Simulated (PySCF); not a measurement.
# Optical rotation: `InChI=1S/C3H9BNO2/c1-3-2-6-4(5)7-3/h3-4H,2,5H2,1H3/q-1/t3-,4-/m1/s1`, charge -1

Molfile (atoms numbered from 1):
```
C3H9BNO2
     RDKit          3D

 16 16  0  0  0  0  0  0  0  0999 V2000
   -2.1305    0.3306    0.7057 C   0  0  0  0  0  0  0  0  0  0  0  0
   -0.7155    0.2785    0.1232 C   0  0  2  0  0  0  0  0  0  0  0  0
   -0.2546   -1.1594   -0.2212 C   0  0  0  0  0  0  0  0  0  0  0  0
    1.0970   -1.2185    0.0150 O   0  0  0  0  0  0  0  0  0  0  0  0
    1.5236    0.0923    0.7264 B   0  0  1  0  0  0  0  0  0  0  0  0
    2.3994    0.9462   -0.2105 N   0  0  0  0  0  0  0  0  0  0  0  0
    0.2146    0.7589    1.0215 O   0  0  0  0  0  0  0  0  0  0  0  0
   -2.1568   -0.2265    1.6394 H   0  0  0  0  0  0  0  0  0  0  0  0
   -2.4076    1.3631    0.9105 H   0  0  0  0  0  0  0  0  0  0  0  0
   -2.8454   -0.1020    0.0053 H   0  0  0  0  0  0  0  0  0  0  0  0
   -0.7096    0.8814   -0.8161 H   0  0  0  0  0  0  0  0  0  0  0  0
   -0.7996   -1.8856    0.4217 H   0  0  0  0  0  0  0  0  0  0  0  0
   -0.4883   -1.4149   -1.2747 H   0  0  0  0  0  0  0  0  0  0  0  0
    2.1268   -0.1518    1.7447 H   0  0  0  0  0  0  0  0  0  0  0  0
    1.9084    1.1015   -1.0865 H   0  0  0  0  0  0  0  0  0  0  0  0
    3.2304    0.4151   -0.4483 H   0  0  0  0  0  0  0  0  0  0  0  0
  1  2  1  0
  2  3  1  0
  3  4  1  0
  4  5  1  0
  5  6  1  0
  5  7  1  0
  7  2  1  0
  1  8  1  0
  1  9  1  0
  1 10  1  0
  2 11  1  6
  3 12  1  0
  3 13  1  0
  5 14  1  1
  6 15  1  0
  6 16  1  0
M  CHG  1   5  -1
M  END
```

Computed with TDDFT PBE0/def2-SVPD circular dichroism and optical rotation, one conformer, gas phase in PySCF. Geometry: GFN2-xTB.

The molecule is flexible and this is one conformer; a measurement averages over conformers. For a gas-phase anion, states above the detachment energy (about 1.4 eV, taken as minus the energy of the highest occupied orbital) lie in the continuum and depend on the basis.

Stereocentres: C2 R, B5 R.

(1) Give the optical rotatory dispersion at 633, 589.3, 546, 436, 405, 365, 355 nm.

(2) And for the mirror image at 589.3 nm?

(3) What is the molar rotation [Φ] = [α]·M/100 of the geometry above at 589.3 nm?

## Answers

(1) [α] in deg dm⁻¹ (g/mL)⁻¹:
```tsv
λ (nm)	origin-invariant length gauge	modified velocity gauge	length gauge (centre of mass)	isotropic polarisability (au)
633	-264.9	-326.2	-264.9	81.7
589.3	-314.6	-387.5	-314.5	82.1
546	-380.1	-468.3	-379.9	82.7
436	-695.6	-859.0	-695.1	84.9
405	-866.4	-1071.8	-865.8	86.1
365	-1212.0	-1505.2	-1210.9	88.1
355	-1333.8	-1659.1	-1332.4	88.9
```

(2) +314.6 deg dm⁻¹ (g/mL)⁻¹ (origin-invariant length gauge): the same size and the opposite sign.

(3) With M = 101.92 g/mol, -320.7 deg cm² dmol⁻¹ (origin-invariant length gauge).

The first excitation lies at 4.64 eV (267 nm) with R = +3.1 × 10⁻⁴⁰ esu² cm² (velocity form).
